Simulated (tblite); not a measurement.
C6H7FO2 (charge +1 and doublet state).
Atom-mapped SMILES: `[CH2:1]=[C:2]([CH3:3])[C:4](=[O:5])[O:6][C:7]([CH2+:8])[F:9]` (hydrogens: H10, H11 on C1; H12, H13, H14 on C3; H15, H16 on C8)
Bond orders are those of one Lewis drawing.

Computed with GFN2-xTB (tblite), gas phase: L-BFGS steps from a force-field or distance-geometry start until the largest atomic force falls under 0.01 eV/Å.

Step 25: E = -781.3698 eV
```
atom  x, y, z in Å  |  force x, y, z in eV/Å
C1     -1.6301   -0.1887    1.6549    0.024  -0.033   0.032
C2     -1.3539   -0.0198    0.3523    0.043   0.034   0.007
C3     -2.3109    0.3334   -0.7083    0.001   0.024  -0.014
C4      0.0734   -0.0784   -0.1274    0.030   0.054  -0.011
O5      0.4319    0.2729   -1.2025    0.000   0.047   0.017
O6      0.9153   -0.5477    0.8548    0.047   0.019  -0.137
C7      2.2461   -0.6388    0.6356    0.069   0.029  -0.001
C8      3.0988    0.3633    0.3589    0.008   0.037   0.084
F9      2.6785   -1.8739    0.7788   -0.099  -0.028   0.040
H10    -2.5590    0.1517    2.0888   -0.072  -0.052  -0.028
H11    -0.9264   -0.6368    2.3384    0.062   0.000   0.067
H12    -2.0345    1.3188   -1.0998    0.017   0.052  -0.066
H13    -2.2264   -0.3199   -1.5801    0.024  -0.067  -0.008
H14    -3.3387    0.3240   -0.3626   -0.029  -0.016   0.077
H15     2.7706    1.3861    0.2635   -0.027  -0.081  -0.071
H16     4.1578    0.1629    0.2784   -0.096  -0.021   0.012
```

Step 26: E = -781.3729 eV
```
atom  x, y, z in Å  |  force x, y, z in eV/Å
C1     -1.6256   -0.1929    1.6539   -0.001  -0.010   0.021
C2     -1.3553   -0.0192    0.3500    0.084   0.038   0.026
C3     -2.3129    0.3340   -0.7110    0.018   0.006   0.028
C4      0.0705   -0.0709   -0.1298    0.133   0.027  -0.016
O5      0.4348    0.2866   -1.2010   -0.039   0.045   0.046
O6      0.9135   -0.5456    0.8526    0.011   0.032  -0.137
C7      2.2437   -0.6372    0.6396    0.086  -0.053  -0.029
C8      3.0996    0.3620    0.3614   -0.006   0.018   0.069
F9      2.6732   -1.8760    0.7830   -0.113   0.056   0.046
H10    -2.5518    0.1514    2.0905   -0.088  -0.061  -0.027
H11    -0.9244   -0.6425    2.3405    0.061   0.013   0.016
H12    -2.0368    1.3177   -1.1082    0.003   0.031  -0.044
H13    -2.2278   -0.3241   -1.5800    0.001  -0.053   0.012
H14    -3.3376    0.3223   -0.3559   -0.038  -0.002   0.030
H15     2.7711    1.3830    0.2536   -0.025  -0.064  -0.056
H16     4.1583    0.1603    0.2843   -0.087  -0.022   0.015
```

Step 27: E = -781.3761 eV
```
atom  x, y, z in Å  |  force x, y, z in eV/Å
C1     -1.6208   -0.1975    1.6532   -0.017   0.011   0.016
C2     -1.3552   -0.0179    0.3483    0.095   0.046   0.029
C3     -2.3144    0.3349   -0.7131    0.038  -0.016   0.065
C4      0.0698   -0.0627   -0.1320    0.179   0.005   0.000
O5      0.4376    0.3015   -1.1994   -0.057   0.060   0.019
O6      0.9123   -0.5429    0.8483   -0.027   0.031  -0.089
C7      2.2427   -0.6366    0.6428    0.047  -0.058  -0.061
C8      3.1000    0.3607    0.3652   -0.012  -0.007   0.037
F9      2.6650   -1.8769    0.7879   -0.077   0.042   0.060
H10    -2.5460    0.1492    2.0913   -0.089  -0.072  -0.029
H11    -0.9216   -0.6476    2.3436    0.045   0.031  -0.043
H12    -2.0393    1.3172   -1.1180   -0.014  -0.011  -0.008
H13    -2.2290   -0.3292   -1.5795   -0.024  -0.026   0.050
H14    -3.3366    0.3206   -0.3481   -0.020   0.012  -0.024
H15     2.7708    1.3785    0.2422   -0.030  -0.023  -0.040
H16     4.1572    0.1575    0.2908   -0.037  -0.024   0.021
```

Step 28: E = -781.3792 eV
```
atom  x, y, z in Å  |  force x, y, z in eV/Å
C1     -1.6155   -0.2025    1.6534   -0.032   0.037  -0.008
C2     -1.3539   -0.0162    0.3474    0.080   0.049   0.034
C3     -2.3157    0.3347   -0.7140    0.045  -0.025   0.084
C4      0.0711   -0.0532   -0.1353    0.156   0.014  -0.020
O5      0.4378    0.3215   -1.1997   -0.064   0.065   0.011
O6      0.9102   -0.5398    0.8394   -0.036   0.012  -0.015
C7      2.2414   -0.6359    0.6420    0.018  -0.095  -0.041
C8      3.1004    0.3592    0.3690   -0.012  -0.028  -0.009
F9      2.6559   -1.8773    0.8000   -0.048   0.051   0.047
H10    -2.5399    0.1472    2.0935   -0.066  -0.091  -0.040
H11    -0.9172   -0.6547    2.3457    0.024   0.051  -0.094
H12    -2.0418    1.3153   -1.1282   -0.025  -0.055   0.029
H13    -2.2311   -0.3352   -1.5779   -0.039  -0.001   0.088
H14    -3.3367    0.3192   -0.3421    0.010   0.022  -0.063
H15     2.7721    1.3743    0.2323   -0.037   0.016  -0.033
H16     4.1553    0.1523    0.2981    0.027  -0.020   0.030
```

Problem. Estimate the geometry and energy of step 29. (The exact step hangs on the optimiser's Hessian estimate; all steps are aligned on step 28, rigid shifts and turns removed.)

Solution. E = -781.3822 eV, largest force 0.136 eV/Å
```
atom  x, y, z in Å  |  force x, y, z in eV/Å
C1     -1.6112   -0.2064    1.6532   -0.024   0.050  -0.024
C2     -1.3508   -0.0134    0.3472    0.041   0.051   0.022
C3     -2.3157    0.3343   -0.7132    0.040  -0.028   0.078
C4      0.0751   -0.0440   -0.1381    0.058   0.031  -0.008
O5      0.4375    0.3409   -1.1999   -0.036   0.077  -0.032
O6      0.9081   -0.5368    0.8313   -0.017  -0.014   0.053
C7      2.2406   -0.6366    0.6406   -0.031  -0.039  -0.021
C8      3.1004    0.3572    0.3727   -0.004  -0.032  -0.061
F9      2.6460   -1.8766    0.8112    0.012  -0.035   0.047
H10    -2.5359    0.1428    2.0942   -0.054  -0.099  -0.045
H11    -0.9128   -0.6598    2.3460    0.008   0.064  -0.120
H12    -2.0449    1.3126   -1.1373   -0.024  -0.083   0.060
H13    -2.2336   -0.3408   -1.5745   -0.042   0.011   0.112
H14    -3.3362    0.3182   -0.3372    0.035   0.026  -0.078
H15     2.7723    1.3698    0.2217   -0.037   0.034  -0.023
H16     4.1537    0.1474    0.3056    0.075  -0.013   0.039
```

The energy changes by -0.0031 eV. The first-order estimate −F·Δx gives -0.0042 eV and the mean of the old and new forces, exact on a quadratic surface, -0.0031 eV. The step makes an angle of 71° with the force vector and moves no atom by more than 0.019 Å.

The cost below is that of the whole relaxation. On one thread, Arm Neoverse V1 (aarch64), shared host, this took 0.82 s of wall time.
